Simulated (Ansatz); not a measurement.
C3HClF2, SMILES FC=C=C(F)Cl.

The structure is a stationary point at B3LYP-D3(BJ)/def2-SVP. The structure was generated by enumeration; whether it is a known compound was not checked.

Two levels are set side by side: PBE/def2-SVPD (Ansatz, a program for electronic structure) and CAM-B3LYP/def2-SVPD (Ansatz). Energy differences of separate SCF runs at the same geometry; the states with an electron removed or added have multiplicity 2 and 2. Differences are taken from unrounded values.

| quantity | PBE |
|---|---|
| vertical ionisation energy (eV) | 10.04 |
| vertical singlet–triplet gap (eV) | 4.15 |

These are the PBE values. What does CAM-B3LYP give? (An estimate is asked for; the answer gives what the named calculation found.)


```
quantity                           CAM-B3LYP  PBE minus CAM-B3LYP
---------------------------------  ---------  -------------------
vertical ionisation energy (eV)        10.39                -0.34
vertical singlet–triplet gap (eV)       4.17                -0.02
```
